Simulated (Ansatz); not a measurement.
Program: Ansatz. Geometries: PBE0-D4/def2-TZVP. ΔE: electronic, gas phase. CCSD(T)/CBS is the MP2 limit (def2-TZVPP, def2-QZVPP) plus CCSD(T) − MP2 in def2-TZVPP, frozen cores. DFT in def2-TZVPP. Elements past krypton have def2 core potentials. For In outer-core shells are correlated without core-valence functions, which leaves a few kJ/mol of doubt a bond. One conformer a species, not always the lowest.

Reaction (redistribution): `[NH2][In]([NH2])[Cl]` + `C[CH2][In]([Cl])[CH](C)C` → `C[CH](C)[In]([NH2])[NH2]` + `C[CH2][In]([Cl])[Cl]`

`[NH2][In]([NH2])[Cl]`:

```xyz
8

N    -1.344    1.195    0.490
In   -0.131   -0.144   -0.387
N     1.604   -0.911    0.275
Cl   -0.839   -0.921   -2.473
H    -2.299    1.176    0.160
H    -1.345    1.211    1.500
H     2.154   -0.323    0.885
H     2.200   -1.284   -0.450
```

`C[CH2][In]([Cl])[CH](C)C`:

Cartesian coordinates in Å:
```
C 3.241 1.190 -0.276
C 1.874 1.472 0.327
In 0.289 0.286 -0.528
Cl 0.968 -0.488 -2.678
C -1.717 -0.441 -0.143
C -2.185 -0.180 1.281
C -1.832 -1.909 -0.529
H 3.569 0.167 -0.080
H 4.001 1.861 0.138
H 3.239 1.318 -1.361
H 1.581 2.515 0.170
H 1.866 1.311 1.408
H -2.330 0.148 -0.835
H -1.578 -0.721 2.013
H -3.220 -0.519 1.415
H -2.153 0.880 1.546
H -1.504 -2.092 -1.554
H -1.236 -2.549 0.129
H -2.872 -2.247 -0.443
```

`C[CH](C)[In]([NH2])[NH2]`:

Z-matrix (Å, degrees):
```
C
C 1 1.523
H 1 1.098 2 110.7
H 1 1.093 2 112.4 3 120.1
H 1 1.094 2 111.8 3 -118.9
C 2 1.522 1 111.7 3 57.0
In 2 2.167 1 111.8 3 -177.2
H 2 1.096 1 108.3 3 -62.6
H 6 1.093 2 112.4 1 -176.5
H 6 1.094 2 111.8 1 62.8
H 6 1.098 2 110.8 1 -56.4
N 7 2.029 2 123.1 1 -131.7
N 7 2.029 2 124.9 1 47.8
H 12 1.008 7 119.6 2 -22.2
H 12 1.009 7 119.2 2 -161.1
H 13 1.009 7 118.4 2 -159.9
H 13 1.009 7 119.2 2 -23.2
```

`C[CH2][In]([Cl])[Cl]`:

Cartesian coordinates in Å:
```
C 0.976 -0.747 0.726
C 0.639 0.419 -0.188
In -1.446 0.555 -0.671
Cl -2.996 -1.013 0.083
Cl -2.456 2.205 -1.961
H 0.460 -0.679 1.686
H 2.051 -0.771 0.933
H 0.706 -1.707 0.283
H 1.160 0.356 -1.146
H 0.906 1.382 0.254
```

```csv
species,LDA (SPW92) energy (Eh)
`[NH2][In]([NH2])[Cl]`,-759.66301
`C[CH2][In]([Cl])[CH](C)C`,-844.52843
`C[CH](C)[In]([NH2])[NH2]`,-418.31567
`C[CH2][In]([Cl])[Cl]`,-1185.87295
```

Work out ΔE.

ΔE = (-418.31567) + (-1185.87295) − (-759.66301) − (-844.52843) = 0.00282 Eh = +7.4 kJ/mol. CCSD(T)/CBS gives +6.5 kJ/mol.

Largest T1 diagnostic among the species: 0.014.

Leaving LDA and LC-ωPBE aside and taking each functional with its dispersion term where it has one, the values, not all of them listed here, spread over 2.7 kJ/mol, from CAM-B3LYP-D4 to B97M-V. In def2-TZVPP, CCSD(T) changes the Hartree–Fock value by +3.5 kJ/mol (the triples alone add +0.6 kJ/mol) and MP2 by +4.6 kJ/mol.
